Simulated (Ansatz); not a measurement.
Mulliken charges of CH$_{5}$MoNO$_{2}$, SMILES `[CH3][Mo]([NH2])(=[O])=[O]` from ωB97M-V/def2-TZVPP in Ansatz (PBE0-D4/def2-TZVP geometry).

| atom | x (Å) | y (Å) | z (Å) | charge (e) |
| --- | --- | --- | --- | --- |
| C1 | -1.529 | -0.244 | 0.009 | -0.493 |
| Mo2 | 0.398 | 0.376 | -0.579 | 1.264 |
| N3 | 1.623 | -0.196 | 0.788 | -0.467 |
| O4 | 0.693 | -0.378 | -2.053 | -0.516 |
| O5 | 0.324 | 2.050 | -0.707 | -0.516 |
| H6 | -1.789 | 0.217 | 0.965 | 0.136 |
| H7 | -1.554 | -1.332 | 0.105 | 0.136 |
| H8 | -2.254 | 0.066 | -0.747 | 0.147 |
| H9 | 1.975 | 0.416 | 1.511 | 0.155 |
| H10 | 2.194 | -1.026 | 0.711 | 0.155 |

Question: By hand: the dipole of these point charges (1 e Å = 4.8032 D).

Answer: Σ q r = (-0.166, -0.412, 0.700) e Å, of length 0.829 e Å = 3.98 D.

Question: How does the dipole of the full density compare? (Best estimate.)

Answer: Ansatz gave: (0.177, -0.369, 0.715) e Å, 3.96 D; the point charges give 1.01 times that, at 24° from its direction.

Point charges leave out the atoms' own dipoles, such as those of lone pairs, and Mulliken's split depends on the basis, so the two needn't agree.
